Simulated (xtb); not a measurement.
Cl2GeH4OSi, SMILES [GeH3][O][SiH](Cl)Cl. All values are semi-empirical tight-binding results from xtb (GFN2-xTB unless named), good for trends rather than for accurate numbers. Geometry: GFN2-xTB. The structure was generated by enumeration, and PubChem lists no compound with its InChIKey, so it may never have been made. The values are those of a single conformer.

For metal compounds this method's bond lengths and energies can be far off.

The orbital gap is 6.48 eV. The zero-point energy comes out as 23.4 kcal/mol and the G − E(el) at 298.15 K (modified RRHO) is 0.8 kcal/mol.
